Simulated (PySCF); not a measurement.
Start geometry of `[C@@H]1(C#N)[Se]C=C[C@@](C1)(C#C)C` from GFN2-xTB (Å):
```
atom  x, y, z in Å
C1    -1.3392   -0.6069    2.2561
C2    -0.9461   -0.4601    1.1359
C3    -0.5382   -0.2777   -0.2537
C4    -1.4481   -1.1483   -1.1384
C5    -0.7705    1.1704   -0.6028
C6     0.1331    2.1214   -0.7933
Se7    2.0109    1.9508   -0.6461
C8     1.9706    0.1446    0.2134
C9     1.8021    0.3417    1.6247
N10    1.7273    0.5401    2.7489
C11    0.9160   -0.7332   -0.4543
H12   -1.6435   -0.7293    3.2522
H13   -2.4921   -0.9046   -0.9565
H14   -1.2971   -2.2015   -0.9120
H15   -1.2266   -0.9769   -2.1899
H16   -1.8169    1.4362   -0.6819
H17   -0.1616    3.1279   -1.0570
H18    2.9706   -0.2736    0.0434
H19    1.0149   -1.7511   -0.0643
H20    1.1292   -0.7589   -1.5274
```

What comes out of this run: PBE0-D3(BJ)/def2-SVP geometry optimisation, gas phase in PySCF?

```
atom  x, y, z in Å
C1    -1.294   -0.847    1.518
C2    -0.867   -0.699    0.395
C3    -0.382   -0.530   -0.983
C4    -1.214   -1.442   -1.905
C5    -0.615    0.908   -1.395
C6     0.301    1.852   -1.629
Se7    2.171    1.704   -1.443
C8     2.141   -0.024   -0.501
C9     2.050    0.181    0.938
N10    2.039    0.340    2.085
C11    1.094   -0.960   -1.102
H12   -1.639   -0.961    2.528
H13   -2.282   -1.199   -1.820
H14   -1.081   -2.497   -1.625
H15   -0.904   -1.307   -2.952
H16   -1.668    1.186   -1.506
H17   -0.009    2.851   -1.948
H18    3.139   -0.446   -0.700
H19    1.199   -1.954   -0.640
H20    1.336   -1.066   -2.171
```

The energy falls by 11.2 kJ/mol over 8 energy and gradient evaluations, the largest force component goes from 0.0353 to 3.5e-04 Eh/bohr, and the atoms move by 0.086 Å rms after alignment. The bond that changes most is Se7–C8 (ends: selenium bonded to 2 C; sp3 carbon bound to selenium), which shortens by 0.032 Å. Bonds longer at the end by more than 0.005 Å: 14 of 20; shorter: 2. Among the angles that change most is Se7–C8–C9, from 107.5° to 110.5°. Rotational constants go from 1264, 713.1, 560.6 to 1217, 702.7, 542.5 MHz. The orientation of the end geometry is arbitrary; only internal coordinates are fixed.

The run used 217 basis functions and 61 SCF cycles in all. The run took 4.2 min wall on Arm Neoverse V2, one thread, no GPU (shared host).

No frequency check. The numbers are those of one conformer.
